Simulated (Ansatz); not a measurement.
Basis sets compared for Te₄Pt. Charge 0, multiplicity 1. Geometry B3LYP-D4/def2-SVP. Ansatz on 4 threads of Arm Neoverse V1 on a shared host; times are rough, and most runs start from earlier orbitals.

```xyz
5

Pt   -0.3897   -1.0855    0.0482
Te    1.4612    0.2080   -1.2564
Te   -0.9608    1.1862    1.1945
Te   -1.6255    0.3322   -1.7391
Te    1.5148   -0.6409    1.7529
```

In the def2 sets Pt, Te take a core potential; there is no spin–orbit coupling. The restricted singlet is unstable towards broken spin symmetry in Hartree–Fock (as tested in another run); at PBE-D4/def2-SVP, PBE-D4/def2-TZVP, PBE0-D4/def2-SVP, PBE0-D4/def2-TZVP this wasn't settled. No other spin state of charge 0 was run. Another isomer (singlet) lies 0.48 eV lower at PBE0-D4/def2-TZVP; other spin states weren't run for this one.

Binding counts from free atoms (Pt triplet, Te triplet) in the same basis, without a counterpoise term.

| level | functions | energy (Eh) | HOMO (eV) | LUMO (eV) | binding per atom (eV) | wall time |
| --- | --- | --- | --- | --- | --- | --- |
| PBE-D4/def2-SVP | 136 | -1191.5969 | -4.93 | -4.12 | 2.43 | 2.4 s |
| PBE0-D4/def2-SVP | 136 | -1191.5817 | -5.81 | -3.57 | 2.11 | 4.2 s |

(1) Estimate the rows for PBE-D4/def2-TZVP (with forces), PBE0-D4/def2-TZVP.

Results:

(1) 
```json
{"level": "PBE-D4/def2-TZVP (with forces)", "functions": "240", "energy (Eh)": "-1191.6620", "HOMO (eV)": "-4.94", "LUMO (eV)": "-4.08", "binding per atom (eV)": "2.55", "wall time": "4.9 s"}
{"level": "PBE0-D4/def2-TZVP", "functions": "240", "energy (Eh)": "-1191.6454", "HOMO (eV)": "-5.78", "LUMO (eV)": "-3.50", "binding per atom (eV)": "2.24", "wall time": "8.5 s"}
```
